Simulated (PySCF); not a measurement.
O²⁺: excitation energy

O²⁺ [He] 2s2 2p2 (3P) → O²⁺ [He] 2s1 2p2 3s1 (5P), as a difference of total energies. Calculation: PySCF 2.14, in x2c-QZVPPall with one added diffuse shell each of s, p, d, f type (8s5p4d3f1g, 73 functions); the spin-free X2C one-electron Hamiltonian (Gaussian nucleus). Correlated levels: valence: 1s2 frozen; valence and next inner shell: nothing frozen. The calculations carry no spin-orbit coupling.

```tsv
method	excitation energy (eV)
UHF	39.752
LDA	41.457
PBE	41.397
PBE0	41.391
r2SCAN	41.139
revPBE	41.476
wB97M-V	41.647
B2PLYP	42.059
r2SCAN0	41.208
MP2 (valence)	41.436
SCS-MP2 (valence)	41.900
MP2 (valence and next inner shell)	41.452
SCS-MP2 (valence and next inner shell)	41.910
```

Problem. How much does correlation contribute at MP2 (valence and next inner shell)?

Solution. 41.452 − (39.752) = 1.700 eV, measured against UHF.

The promoted electron is Rydberg-like, and one or two diffuse shells describe it only roughly, which tends to raise the upper state.
